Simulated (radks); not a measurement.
Isoelectronic series with 13 electrons, all held in the configuration [Ne] 3s2 3p1, which need not be the ground one along the series. Method: non-relativistic Kohn-Sham, TPSS, spin-polarised, spherical densities, point nucleus; open shells are filled with parallel spins first; meta-GGA in the generalised Kohn-Sham scheme; computed with a radial shooting solver on a logarithmic mesh with Libxc functionals. Total energies (hartree) and mean radii <r> (bohr) (* marks an orbital that is empty in some or all of the ions):

ion    E (hartree)  3p down*   3p up  3s down   3s up  2p down
Al      -242.38050     3.518   3.355    2.576   2.558   0.6030
Si+     -289.08873     2.490   2.432    2.075   2.063   0.5372
P2+     -340.17027     1.990   1.961    1.756   1.747   0.4844
S3+     -395.61069     1.677   1.659    1.531   1.523   0.4412
Cl4+    -455.40218     1.456   1.444    1.361   1.355   0.4051
Ar5+    -519.53997     1.291   1.282    1.227   1.222   0.3745
K6+     -588.02095     1.161   1.155    1.119   1.115   0.3482
Ca7+    -660.84297     1.057   1.052    1.029   1.025   0.3254
Sc8+    -738.00446    0.9703  0.9661   0.9530  0.9498   0.3054
Ti9+    -819.50429    0.8974  0.8939   0.8879  0.8851   0.2877
V10+    -905.34158    0.8350  0.8321   0.8313  0.8288   0.2720
Cr11+   -995.51565    0.7810  0.7785   0.7818  0.7795   0.2579
Mn12+  -1090.02597    0.7337  0.7316   0.7379  0.7359   0.2452
Fe13+  -1188.87212    0.6920  0.6901   0.6988  0.6970   0.2337
Co14+  -1292.05375    0.6549  0.6532   0.6637  0.6621   0.2232
Ni15+  -1399.57057    0.6216  0.6201   0.6321  0.6305   0.2137
Cu16+  -1511.42236    0.5916  0.5903   0.6033  0.6019   0.2049
